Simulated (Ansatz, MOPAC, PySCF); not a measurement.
Noncovalent pair: H2O (SMILES O) (first 3 atoms) with AsH3 (SMILES [AsH3]); geometry from B3LYP-D3(BJ)/def2-TZVP, rigid monomers moved along the line of their centres of mass till H3···As4 is 3.10 Å.
(charge 0, multiplicity 1):
```xyz
7

O     -0.04880     0.63244    -0.59994
H     -0.91007     0.30572    -0.87873
H     -0.00101     0.43945     0.34583
As     0.26862    -0.57358     3.26372
H     -0.16111     0.11631     4.54979
H      1.68290    -0.81705     3.76704
H     -0.22176    -1.93544     3.73323
```

Interaction energies are E(AB) − E(A) − E(B) at the monomers' geometry in the complex; basis-set methods are counterpoise corrected. Rows marked so take none.

Correlated levels freeze the cores. Filled d and f shells under p-block atoms count as core. CBS: X⁻³ extrapolation of the correlation energy, Hartree–Fock from the larger set. Rows in 6-31G*, STO-3G carry no dispersion term and start afresh at each structure (6-31G* with six Cartesian d functions); the Pople sets are all-electron and without relativity. MP2/6-31G* freezes PySCF's default core, which leaves 3d correlated. The state reached by AM1, PM3 isn't checked.

The values were computed with Ansatz (a quantum-chemistry and plane-wave program) with Gaussian orbitals; MOPAC for AM1, PM3 (differences of heats of formation); PySCF for 6-31G* rows, STO-3G rows, the dispersion terms. 

Other levels give for the interaction energy: PBE/def2-TZVPPD -1.77; B3LYP/def2-TZVPPD -1.27; B3LYP-D3(BJ)/def2-TZVPPD -1.95; wB97M-V/def2-TZVPPD -1.75; CCSD(T)/CBS(aug-cc-pVDZ, aug-cc-pVTZ) -1.82 kcal/mol.

**Question.** What do these common cheap choices give for the same quantity: AM1, PM3, HF/STO-3G (no counterpoise), HF/6-31G* (no counterpoise), B3LYP/6-31G*, B3LYP/6-31G* (no counterpoise), M06-2X/6-31G* (no counterpoise), MP2/6-31G*?

**Answer.** AM1 -0.15; PM3 1.31; HF/STO-3G (no counterpoise) -1.55; HF/6-31G* (no counterpoise) -1.35; B3LYP/6-31G* -1.40; B3LYP/6-31G* (no counterpoise) -1.73; M06-2X/6-31G* (no counterpoise) -1.89; MP2/6-31G* -1.47 kcal/mol. They span -1.89 to 1.31 kcal/mol.
